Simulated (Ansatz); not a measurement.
(KNH2)4 cube (K₄N₄H₈), relaxed as a singlet with RKS PBE0-D4/def2-SVP in Ansatz, starting from the GFN1-xTB geometry. Force threshold 0.02 eV/Å.

Start:

| atom | x (Å) | y (Å) | z (Å) |
| --- | --- | --- | --- |
| K1 | 1.638 | -0.570 | -1.398 |
| K2 | -1.691 | 0.787 | -1.218 |
| K3 | 0.611 | 1.589 | 1.433 |
| K4 | -0.553 | -1.807 | 1.178 |
| N5 | -1.196 | -1.814 | -1.391 |
| N6 | 1.137 | 2.021 | -1.127 |
| N7 | 2.238 | -0.491 | 1.179 |
| N8 | -2.180 | 0.284 | 1.339 |
| H9 | -2.035 | -1.652 | -0.820 |
| H10 | -1.486 | -2.540 | -2.038 |
| H11 | 1.398 | 2.843 | -1.662 |
| H12 | 2.000 | 1.775 | -0.627 |
| H13 | 2.634 | 0.327 | 0.700 |
| H14 | 3.015 | -0.844 | 1.728 |
| H15 | -2.930 | 0.539 | 1.973 |
| H16 | -2.601 | -0.446 | 0.751 |

```json
{"step": "1", "energy (eV)": "-71353.3978", "largest force component (eV/Å)": "0.927", "SCF passes": "16"}
{"step": "2", "energy (eV)": "-71354.0751", "largest force component (eV/Å)": "0.310", "SCF passes": "18"}
{"step": "3", "energy (eV)": "-71354.2991", "largest force component (eV/Å)": "0.393", "SCF passes": "17"}
{"step": "4", "energy (eV)": "-71354.3678", "largest force component (eV/Å)": "0.376", "SCF passes": "17"}
{"step": "5", "energy (eV)": "-71354.4291", "largest force component (eV/Å)": "0.094", "SCF passes": "18"}
{"step": "6", "energy (eV)": "-71354.4419", "largest force component (eV/Å)": "0.021", "SCF passes": "17"}
{"step": "7", "energy (eV)": "-71354.4425", "largest force component (eV/Å)": "0.006", "SCF passes": "18"}
```

Force components are those of the run's own axes.

End:

Cartesian coordinates in Å:
```
K 1.533 -0.674 -1.460
K -1.593 0.898 -1.261
K 0.468 1.580 1.490
K -0.408 -1.804 1.231
N -0.942 -1.748 -1.447
N 0.884 1.964 -1.182
N 2.029 -0.646 1.226
N -1.971 0.429 1.403
H -1.922 -1.999 -1.252
H -0.753 -2.387 -2.230
H 0.662 2.722 -1.841
H 1.872 2.184 -0.992
H 2.850 -0.045 1.064
H 2.436 -1.319 1.888
H -2.345 0.984 2.183
H -2.801 -0.139 1.181
```

By distances, no bond broke or formed. The bond that changes most is K1–N5, from 3.10 to 2.70 Å (atoms count from 1). A close non-bonded pair moves further: H9–H16, from 2.06 to 3.19 Å.

No frequencies were taken in this run, so the end may be a saddle point.

Run time 27 s (4 threads of Intel Xeon 6975P-C on a shared host), peak host memory 0.72 GiB.
